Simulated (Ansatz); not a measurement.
Geometry optimisation, RKS revPBE/def2-SVP in Ansatz.

input.yaml

```yaml
crystal:
  periodic: [false, false, false]
  atoms:
    - { symbol: B, position_ang: [0.1211, -0.627032, -0.322106] }
    - { symbol: Cl, position_ang: [-0.156607, 0.53598, 2.507785] }
    - { symbol: Cl, position_ang: [1.599197, 0.284375, -0.658894] }
    - { symbol: Cl, position_ang: [-1.440894, 0.019105, -0.8451] }
    - { symbol: P, position_ang: [0.19791, -2.352603, 0.518285] }
    - { symbol: H, position_ang: [-0.740333, -3.049868, -0.31069] }
    - { symbol: H, position_ang: [1.396688, -2.849651, -0.091038] }
    - { symbol: H, position_ang: [-0.061861, -0.796606, 2.608159] }
basis:
  gaussian: { orbitals: def2-SVP }
hamiltonian:
  xc: revpbe
relax:
  f_tol: 0.03
  max_steps: 50
```

Command:

```bash
$ ansatz run input.yaml --threads 2 --pin off --max-ram 3072MiB --backend cpu --events-out ev --progress --plain --runs-dir out
```

**Question.** Where does it end, and by what steps?

**Answer.** It converged. The force dipped under the threshold on the way, but the program's further checks kept it going. After 11 steps the energy has fallen by 0.167 eV; Cl2 moved furthest, 0.76 Å.

```
step  energy less start (eV)  largest force component (eV/Å)  accepted
   0                  0.0000                           0.886       yes
   1                 -0.0780                           0.860       yes
   2                 -0.1250                           0.404       yes
   3                 -0.1476                           0.369       yes
   4                 -0.1581                           0.151       yes
   5                 -0.1621                           0.125       yes
   6                 -0.1282                           0.955        no
   7                 -0.1650                           0.085       yes
   8                 -0.1641                           0.247        no
   9                 -0.1664                           0.024       yes
  10                 -0.1638                           0.158        no
  11                 -0.1667                           0.021       yes
```

```xyz
8
Properties=species:S:1:pos:R:3
B 0.146 -0.652 -0.643
Cl -0.206 0.405 3.251
Cl 1.624 0.247 -0.985
Cl -1.408 -0.024 -1.195
P 0.205 -2.204 0.502
H -0.767 -3.031 -0.151
H 1.387 -2.839 -0.003
H -0.067 -0.738 2.630
```

Run time: 11 s on 2 threads of Intel(R) Xeon(R) 6975P-C (Granite Rapids) (shared host), peak memory 0.16 GiB.
